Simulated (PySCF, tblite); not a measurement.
Isomers of [C6H14P]+ (charge +1), one GFN2-xTB conformer each. Single-point energies are computed at PBE0/pcSseg-1 (PySCF, gas phase, no added dispersion term), electronic only.

Question: Rank them by PBE0/pcSseg-1 energy, lowest first (kcal/mol).
A. `[CH3:1][PH+:2]1[CH2:3][CH2:4][CH2:5][CH2:6][CH2:7]1` (charge +1) with C1–P2–C3–C4 174°, P2–C3–C4–C5 -58°, C3–C4–C5–C6 67°, C4–C5–C6–C7 -67°
B. `C[P+](C)(C)C1CC1`
C. `[CH3:1][C@@H:2]1[CH2:3][CH2:4][P@@H+:5]([CH3:6])[CH2:7]1` (charge +1) with C1–C2–C3–C4 -71°, C2–C3–C4–P5 -33°, C3–C4–P5–C6 -113°, C4–P5–C7–C2 19°
D. `[CH3:1]/[CH:2]=[CH:3]/[PH2+:4][CH:5]([CH3:6])[CH3:7]` (charge +1) with C2–C3–P4–C5 -114°, C3–P4–C5–C6 64°

Answer: A (0.0), C (4.6), B (11.3), D (31.9).

Neighbours under 5.0 kcal/mol apart (C[PH+]1CCCCC1 and C[C@@H]1CC[P@@H+](C)C1) can change places with a better method, another conformer or zero-point energy. GFN2-xTB itself gives, in the same order: 0.0, 2.2, 17.4, 32.2. Both levels put the same isomer lowest; measured from each level's own lowest isomer, the values differ by up to 6.1 kcal/mol (C[P+](C)(C)C1CC1: 17.4 against 11.3).

Question: Which frontier levels and rotational constants go with these structures?

Answer: 
| SMILES | HOMO (eV, PBE0/pcSseg-1) | LUMO (eV) | A, B, C (MHz) |
| --- | --- | --- | --- |
| C[PH+]1CCCCC1 | -13.22 | -3.66 | 3597, 1726, 1297 |
| C[C@@H]1CC[P@@H+](C)C1 | -13.61 | -4.00 | 3828, 1608, 1425 |
| C[P+](C)(C)C1CC1 | -13.12 | -3.23 | 2936, 1578, 1509 |
| C/C=C/[PH2+]C(C)C | -12.44 | -5.29 | 4863, 950.9, 851.1 |

Question: What happens when harmonic zero-point energies from GFN2-xTB frequencies are added?

Answer: 
| SMILES | ZPE (kcal/mol) | electronic (kcal/mol) | with ZPE (kcal/mol) |
| --- | --- | --- | --- |
| C[PH+]1CCCCC1 | 116.0 | 0.0 | 0.0 |
| C[C@@H]1CC[P@@H+](C)C1 | 115.6 | 4.6 | 4.2 |
| C[P+](C)(C)C1CC1 | 113.7 | 11.3 | 9.0 |
| C/C=C/[PH2+]C(C)C | 112.6 | 31.9 | 28.5 |

The zero-point energies span 3.4 kcal/mol. The order is unchanged.
